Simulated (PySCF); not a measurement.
These 2 structures share the formula C3H5ClGeO. Method: PySCF, PBE0-D3(BJ)/def2-SVP geometry optimisation, gas phase. One conformer each; no zero-point energy, no entropy. No frequencies were run at this level. Point groups hold within 0.08 Å.

Task: Order them by energy at this level, lowest first, and give relative energies in kcal/mol.
A. `[Cl:1][GeH2:2][O:3][C:4]1=[CH:5][CH2:6]1` with Cl1–Ge2–O3–C4 66°, Ge2–O3–C4–C5 -176°
B. `[O:1]=[C:2]=[CH:3][C@@H:4]([Cl:5])[GeH3:6]` with C2–C3–C4–Cl5 105°

Result: A (0.0), B (3.0).

As drawn, the lower has a three-membered ring, which the higher lacks; the higher has a C=O bond and cumulated double bonds, which the lower lacks.

```tsv
SMILES	E (Eh)	E rel (kcal/mol)	dipole (D)	point group	A, B, C (MHz)
[Cl][GeH2][O]C1=CC1	-2728.54018	0.0	1.98	C1	3371, 1233, 1003
O=C=C[C@@H](Cl)[GeH3]	-2728.53545	3.0	1.45	C1	2374, 1027, 747.3
```

Task: As an exercise, what shares would exp(−E/RT) give at 298.15 K from these electronic energies alone (no entropy, no degeneracies)?

Result: RT = 0.592 kcal/mol: [Cl][GeH2][O]C1=CC1 99.3 %, O=C=C[C@@H](Cl)[GeH3] 0.7 %.
